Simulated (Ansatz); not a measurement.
This geometry of C$_{2}$H$_{6}$B$_{2}$O (11 atoms, charge 0, multiplicity 1) is a first-order saddle point.

Theory: Ansatz 0.2.0, RKS PBE-D4/6-31G*.

```xyz
11
Properties=species:S:1:pos:R:3
B -1.530 0.052 -0.035
C -0.043 0.040 0.352
C 0.470 0.185 1.603
B 1.057 -0.156 -0.765
O 0.837 -0.306 -2.108
H -2.082 1.074 -0.377
H -2.162 -0.976 -0.123
H 1.553 0.159 1.775
H -0.151 0.334 2.496
H 2.221 -0.180 -0.437
H -0.105 -0.283 -2.363
```

(1) Which two structures does it join? (They come from a converged band through this point; their orientation in space is the band's.)

(2) How far does it lie above each of them?

## Answers

(1) No bond is made or broken. The dihedral H7–B1–C2–C3 goes from 0 to 180°. The two ends are copies of one structure, up to a mirror image or an exchange of like atoms.

First end point:

```xyz
11
Properties=species:S:1:pos:R:3
B -1.485 -0.050 -0.021
C 0.034 -0.107 0.265
C 0.440 -0.568 1.484
B 1.127 0.338 -0.777
O 0.797 0.810 -2.013
H -1.917 0.352 -1.084
H -2.290 -0.404 0.807
H 1.503 -0.636 1.758
H -0.275 -0.893 2.254
H 2.311 0.284 -0.533
H -0.180 0.818 -2.121
```

Last end point:

```xyz
11
Properties=species:S:1:pos:R:3
B -1.484 -0.051 -0.021
C 0.034 -0.108 0.265
C 0.439 -0.567 1.485
B 1.127 0.338 -0.777
O 0.796 0.810 -2.013
H -2.290 -0.404 0.806
H -1.917 0.351 -1.084
H 1.503 -0.635 1.760
H -0.275 -0.892 2.254
H 2.312 0.283 -0.534
H -0.181 0.818 -2.121
```

(2) 6.7 kcal/mol above the first and 6.7 kcal/mol above the second. This is the barrier of this one path; another mechanism may lie lower.

The run took 4.7 min on 1 thread of Arm Neoverse V1 (shared host), peak memory 0.12 GiB.
